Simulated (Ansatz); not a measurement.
Start from `ClC1=CB1` and change one element to get `Cl[C]1=[CH][AlH]1`.

Ansatz, PBE0-D4/def2-TZVP geometries, multiplicity 1. 

| property | `ClC1=CB1` |
| --- | --- |
| HOMO energy (PBE/def2-TZVPP) / eV | -6.78 |
| HOMO–LUMO gap (PBE/def2-TZVPP) / eV | 5.21 |
| LUMO energy (PBE/def2-TZVPP) / eV | -1.57 |
| zero-point energy (PBE0-D4/def2-TZVP) / kJ/mol | 88.6 |
| HOMO energy (PBE0/def2-TZVPP) / eV | -8.12 |
| LUMO energy (B3LYP/def2-TZVPP) / eV | -0.70 |

Task: Give the same properties after the change, and the shifts. (An estimate is asked.)

Result: Computed: 
```tsv
property	`Cl[C]1=[CH][AlH]1`	shift
HOMO energy (PBE/def2-TZVPP) / eV	-5.87	0.91
HOMO–LUMO gap (PBE/def2-TZVPP) / eV	4.06	-1.15
LUMO energy (PBE/def2-TZVPP) / eV	-1.81	-0.24
zero-point energy (PBE0-D4/def2-TZVP) / kJ/mol	73.2	-15.4
HOMO energy (PBE0/def2-TZVPP) / eV	-7.05	1.07
LUMO energy (B3LYP/def2-TZVPP) / eV	-1.26	-0.56
```

With PBE0 the HOMO rises by 1.07 eV and the LUMO falls by 0.57 eV, so the gap narrows by about 1.64 eV. PBE moves the HOMO by 0.91 eV and ωB97M-V by 1.18 eV.

B3LYP here is the variant with VWN-RPA as its local correlation; programs differ in this.
